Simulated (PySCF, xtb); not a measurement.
C3H5NOSi, SMILES N#CC[SiH2]C=O.

GFN2-xTB run with xtb at its own geometry gives an orbital gap of 2.50 eV and a dipole moment of 3.01 D.

Coordinates come from a B3LYP-D3(BJ)/def2-SVP optimisation. This is a generated structure with no PubChem entry under its InChIKey; it may be hypothetical. One conformer was computed; it need not be the lowest.

Question: What does PBE/def2-TZVP in PySCF give? (The exact figures need the calculation; the answer reports its results.)

Answer: gap 2.84 eV (levels -6.15 and -3.31 eV), dipole 3.65 D.
